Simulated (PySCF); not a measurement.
CH3Cl2ISi, SMILES C[Si](Cl)(Cl)I. Geometry optimised at PBE-D3(BJ)/def2-SVP. The def2 effective core potentials stand for the cores of I; spin–orbit coupling is left out.

**Question.** Give the equilibrium geometry at PBE-D3(BJ)/def2-SVP (PySCF confirms it by a frequency run) as bond lengths and angles, and its point group. (The exact figures need the calculation; the answer reports its results.)

**Answer.** point group Cs.
Atoms: C1 Si2 Cl3 Cl4 I5 H6 H7 H8. Bonded distances (Å): C1–Si2 1.865, C1–H6 1.108, C1–H7 1.108, C1–H8 1.109, Si2–Cl3 2.074, Si2–Cl4 2.074, Si2–I5 2.460. Bond angles (°): Si2–C1–H6 110.0, Si2–C1–H7 110.0, Si2–C1–H8 109.4, H6–C1–H7 109.1, H6–C1–H8 109.2, H7–C1–H8 109.2, C1–Si2–Cl3 110.0, C1–Si2–Cl4 110.0, C1–Si2–I5 110.5, Cl3–Si2–Cl4 108.1, Cl3–Si2–I5 109.1, Cl4–Si2–I5 109.1.
